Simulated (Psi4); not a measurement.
Pair of molecules: CO (SMILES [C-]#[O+]) (first 2 atoms) with C2H3N (SMILES CC#N); geometry from B3LYP-D3(BJ)/def2-TZVP, rigid monomers moved along the line of their centres of mass till C1···C4 is 5.89 Å.
(charge 0, multiplicity 1):
```xyz
8

C      0.00459     0.66495     0.94824
O     -0.17768     0.06786     0.01361
C      0.66790     0.10270     7.12190
C      0.44336    -1.20156     6.52142
N      0.26593    -2.22685     6.03270
H     -0.12256     0.32909     7.83792
H      1.62706     0.11872     7.64007
H      0.67141     0.86563     6.34297
```

Method: SAPT0/jun-cc-pV(D+d)Z (Psi4 1.11).

### Question
Which attractive term is largest, and how does the interaction split up?

### Answer
electrostatics -4.8, exchange 0.0, induction -0.2, dispersion -1.7, total -6.7 meV; the largest attraction is electrostatics.
